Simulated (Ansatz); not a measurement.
Species: C2H6BN, SMILES `C=BCN` (C–B–C–N torsion -130°, B–C–N–H torsion 167°) (charge 0, multiplicity 1), formula C2H6BN.

How many basis functions does frozen-core CCSD(T)/cc-pVTZ // B3LYP-D3(BJ)/def2-TZVP (Ansatz, a first-principles code) use, how many core orbitals are frozen, and how many electrons are correlated?

204 basis functions and 4 frozen orbitals, which leaves 22 correlated electrons. Core time is of the order of minutes.
